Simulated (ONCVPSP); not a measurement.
# Building the ONCV potential for nitrogen (PBE, non-relativistic).

nitrogen (N), optimised norm-conserving Vanderbilt (ONCV), made with ONCVPSP 4.0.1 (PBE, non-relativistic). Core [He], reference 2s1.5 2p3.5. Waves: 2s: rc 0.80 bohr, ncon 4, nbas 9, qcut 7.8 1/bohr, 3 projectors, debl 2.3 Ha; 2p: rc 1.45 bohr, ncon 4, nbas 7, qcut 10.3 1/bohr, 2 projectors, debl 3.4 Ha; d scattering state at 0.42 Ha: rc 1.60 bohr, ncon 5, nbas 9, qcut 5.5 1/bohr, 2 projectors, debl 0.6 Ha. Local part: polynomial inside 0.70 bohr (lpopt 5, dvloc0 0 Ha). Core correction: none.

Results:

```
Cutoffs needed           : 31 Ha and 63 Ha (the cutoffs (Ha) at which the residual kinetic energy of the hardest occupied pseudo-wave falls to 1 and 0.1 mHa per electron)
Ghost test               : ghosts flagged at negative energy: s at -321.7 eV; GHOST(+) flags only above 600 eV; a true bound ghost makes a file unfit for plane-wave use
Largest excitation error : +131 meV (all-electron minus pseudo) for 2s2 2p1, out of 4 test configurations
```

Generation and tests took about 3 s on one core of a shared server CPU.
